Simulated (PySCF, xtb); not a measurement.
BeCl2, SMILES [Cl][Be][Cl].

GFN2-xTB in xtb 6.7.1 at its own geometry gives an orbital gap of 6.55 eV and a dipole moment of 0.00 D.

Geometry optimised at B3LYP-D3(BJ)/def2-TZVP. The isomer is the one that the SMILES or the coordinates give; other isomers of the formula were not compared.

What does PySCF with PBE/def2-TZVPD give? (Estimate from the structure and the level; the computed values follow.)

gap 6.95 eV (levels -8.21 and -1.27 eV), dipole 0.00 D.
